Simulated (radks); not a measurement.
Results of a calculation; reference values are marked as such.
Orbital eigenvalues (eV) of the manganese ion Mn+, [Ar] 3d5 4s1, at several levels of relativity; Dirac values are averaged over j with weights 2j + 1. Spin-unpolarised spherical Kohn-Sham, LDA (Slater exchange, Perdew-Wang correlation), point nucleus unless stated (finite: rms radius 3.7057 fm), a radial shooting solver on a logarithmic mesh with Libxc functionals. A level marked "c x" has the speed of light scaled by that factor and shares open shells by 2j + 1; other Dirac levels either fill j = l - 1/2 first or share by 2j + 1.

| shell | non-rel. | scalar-rel. | scalar-rel., finite nucleus | Dirac, low j first | change of magnitude, last against first (%) |
|---|---|---|---|---|---|
| 1s | -6367.5 | -6423.0 | -6422.9 | -6421.6 | +0.85 |
| 2s | -739.23 | -750.39 | -750.39 | -750.09 | +1.47 |
| 2p | -635.83 | -637.97 | -637.97 | -637.70 | +0.29 |
| 3s | -91.975 | -93.710 | -93.710 | -93.647 | +1.82 |
| 3p | -62.451 | -62.801 | -62.801 | -62.750 | +0.48 |
| 3d | -15.412 | -15.215 | -15.215 | -15.181 | -1.50 |
| 4s | -12.016 | -12.163 | -12.163 | -12.157 | +1.18 |
| 4p (empty) | -7.3788 | -7.3893 | -7.3893 | -7.3858 | +0.09 |
| 5s (empty) | -3.2211 | -3.2388 | -3.2388 | -3.2381 | +0.53 |
